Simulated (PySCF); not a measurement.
**Te⁻: fine-structure interval**

Te⁻ [Kr] 4d10 5s2 5p5 [5p1/2^2 5p3/2^3, M_J = 3/2] → Te⁻ [Kr] 4d10 5s2 5p5 [5p1/2^1 5p3/2^4, M_J = 1/2], as a difference of total energies. Calculation: PySCF 2.14, in x2c-TZVPall-2c with one added diffuse shell each of s, p, d, f type (9s10p6d3f, 90 functions); the two-component X2C-1e Hamiltonian. Correlated levels: [Ar] 3d10 frozen; the 6 highest virtual spinors dropped. "Screened" scales the spin-orbit matrix elements by Boettger's factors to mimic the two-electron term; Breit and QED terms are absent.

```json
{"method": "GHF (screened spin-orbit)", "fine-structure interval (cm⁻¹)": "4550.2"}
{"method": "GMP2 (screened spin-orbit)", "fine-structure interval (cm⁻¹)": "5278.0"}
{"method": "GHF (bare spin-orbit)", "fine-structure interval (cm⁻¹)": "4741.6"}
```

GHF and GMP2 differ strongly here because the two determinants are spin-polarised to different degrees; the interval is a small difference of such terms.
